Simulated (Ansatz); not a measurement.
Ansatz (a quantum-chemistry and plane-wave program) input (CCSD(T)/aug-cc-pV(D+d)Z):
A basis named .json is the Basis Set Exchange file of that set.

Ansatz 0.2 input:
```yaml
crystal:
  periodic: [false, false, false]
  atoms:
    - {symbol: Al, position_ang: [-0.00000000, -0.00000000, -0.11592333]}
    - {symbol: H, position_ang: [0.00000000, 0.00000000, 1.50700331]}
basis:
  gaussian:
    orbitals: aug-cc-pV_D+d_Z.json
total_charge: 1
magnetization: {spin_polarized: true, initial_magnetization: 1}
correlation: {method: ccsd_t, electrons: outside_noble_gas}
output: {forces: true}
```

Output:

```
Functional definition: HF
integrals: 0.02 GiB planned
425 factors; integrals over basis functions are off by at most 7.4e-4 eV
mean field: 0.06 GiB planned
mean field evaluation 1: about -6589.7480 eV, gradient 6.5e0 eV
mean field evaluation 2: about -6589.7479 eV, gradient 6.5e0 eV
mean field evaluation 4: about -6590.3083 eV, gradient 9.3e-1 eV
mean field evaluation 8: about -6590.3311 eV, gradient 2.4e-3 eV
mean field evaluation 16: about -6590.3311 eV, gradient 2.3e-6 eV
mean field -6590.33113423 eV, -242.1902020961 hartree, gradient 2.3e-6 eV, S^2 0.778878; 0 other end points of the search recorded, 0 dependent functions left out
5 core orbitals not correlated
reference -6590.33113423 eV, -242.1902020961 hartree; 2, 1 occupied and 34, 35 virtual orbitals, 425 factors
densities: 0.10 GiB planned
second order -0.78328710 eV of doubles, -0.00000000 eV of singles
coupled cluster: 0.09 GiB planned
cycle   1  -0.99777781 eV  change   -2.1e-1 eV  update   4.7e-2
cycle   2  -1.13082315 eV  change   -1.3e-1 eV  update   2.4e-2
cycle   3  -1.14369934 eV  change   -1.3e-2 eV  update   8.3e-3
cycle   4  -1.14740281 eV  change   -3.7e-3 eV  update   2.7e-3
cycle   5  -1.14646232 eV  change    9.4e-4 eV  update   1.2e-3
cycle   6  -1.14720659 eV  change   -7.4e-4 eV  update   3.7e-4
cycle   7  -1.14714368 eV  change    6.3e-5 eV  update   1.0e-4
cycle   8  -1.14706619 eV  change    7.7e-5 eV  update   3.0e-5
cycle   9  -1.14708764 eV  change   -2.1e-5 eV  update   8.7e-6
cycle  10  -1.14708383 eV  change    3.8e-6 eV  update   2.4e-6
cycle  11  -1.14708420 eV  change   -3.7e-7 eV  update   5.9e-7
perturbative correction -0.01360515 eV, -0.0004999801 hartree
the calculation of the forces begins
Total energy: -6591.49182358 eV, -242.2328566429 hartree
Atom 0 at    -0.000000    -0.000000    -0.115923 Å, force     0.000000    -0.000000     0.023888 eV/Å
Atom 1 at     0.000000     0.000000     1.507003 Å, force    -0.000000     0.000000    -0.023888 eV/Å
Dipole moment:    -0.000000    -0.000000    -0.140227 e Å
```
